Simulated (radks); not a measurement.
Q: Neutral hydrogen, 1s1. Calculated with a radial shooting solver on a logarithmic mesh with Libxc functionals: non-relativistic Kohn-Sham, r2SCAN, spin-polarised, spherical densities, point nucleus; meta-GGA in the generalised Kohn-Sham scheme. Every spin shell is full or empty, so the densities are truly spherical. Functionals are evaluated on that one density, not self-consistently. Rank these orbital-free kinetic functionals by their error against the exact value of the orbitals, and give that value: Thomas-Fermi, von Weizsacker, TF + vW, TF + vW/9, TF + vW/5, LC94, APBEK, revAPBEK, Perdew 92, Pearson, DePristo-Kress, Ernzerhof.

A: Exact: 0.500173 hartree. From best to worst, with 100 (|E| - |E exact|)/|E exact| (equal figures are ties): von Weizsacker 0.00, APBEK +1.86, LC94 +2.00, TF + vW/9 +2.47, Perdew 92 +2.49, DePristo-Kress +2.52, Pearson -2.57, revAPBEK +2.75, Ernzerhof +6.26, Thomas-Fermi -8.64, TF + vW/5 +11.36, TF + vW +91.36.
